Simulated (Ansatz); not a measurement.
Consider the cleavage of the Si–Si bond: `N[SiH2][SiH3]` + `[SiH3][SeH]` → `N[SiH2][Se][SiH3]` + SiH₄.

Isolated molecules relaxed with PBE0-D4/def2-TZVP in Ansatz; ΔE leaves out vibrations. CCSD(T)/CBS adds triple-zeta CCSD(T) − MP2 to the extrapolated MP2 energy (def2 sets, frozen cores). This one scheme is used for every species. DFT in def2-TZVPP. For Se outer-core shells are correlated without core-valence functions, which leaves a few kJ/mol of doubt a bond. Scalar relativity is left out up to krypton. One conformer a species, not always the lowest.

`N[SiH2][SiH3]`:

```xyz
10

N     1.779    0.174   -0.084
Si    0.277   -0.322   -0.771
Si   -1.424    0.069    0.789
H     1.860    1.090    0.326
H     2.642   -0.092   -0.532
H     0.386   -1.774   -1.079
H    -0.104    0.355   -2.051
H    -1.399    1.493    1.227
H    -1.263   -0.789    1.994
H    -2.755   -0.205    0.181
```

`[SiH3][SeH]`:

Z-matrix (Å, degrees):
```
Si
Se 1 2.279
H 1 1.484 2 111.4
H 1 1.484 2 111.5 3 -122.1
H 1 1.483 2 104.9 3 119.0
H 2 1.469 1 93.0 3 60.4
```

`N[SiH2][Se][SiH3]`:

Cartesian coordinates in Å:
```
N -0.133 0.092 2.053
Si 0.330 -1.052 0.869
Se -0.970 -1.206 -1.019
Si -0.183 0.729 -1.910
H 0.079 1.066 1.905
H -1.015 -0.011 2.529
H 1.706 -0.694 0.444
H 0.249 -2.409 1.456
H -1.108 1.134 -2.996
H 1.187 0.554 -2.456
H -0.141 1.798 -0.875
```

SiH₄:

Cartesian coordinates in Å:
```
Si 0.000 0.000 0.000
H -1.432 0.139 -0.364
H 0.393 1.115 0.898
H 0.830 0.040 -1.230
H 0.210 -1.294 0.697
```

CCSD(T)/CBS gives -86.2 kJ/mol.

**Question.** Another level gave -83.9 kJ/mol. Which?
A. PBE/def2-TZVPP
B. PBE0-D4/def2-TZVPP
C. HF/def2-TZVPP
D. SCS-MP2/def2-TZVPP

**Answer.** C. HF/def2-TZVPP -83.9, PBE0-D4 -78.7, SCS-MP2/def2-TZVPP -90.8, PBE -71.0 kJ/mol.

Largest T1 diagnostic among the species: 0.011.

The D4 term adds −7.2 kJ/mol with B3LYP and −4.0 kJ/mol with PBE0; it sums over pairs of atoms, weighted by their polarisabilities, and B3LYP, whose exchange is more repulsive, gets the larger term. From PBE to PBE0 (25 % exact exchange), in def2-TZVPP and without D4, ΔE moves by −3.7 kJ/mol.

B3LYP here is the variant with VWN-RPA as its local correlation; programs differ in this.
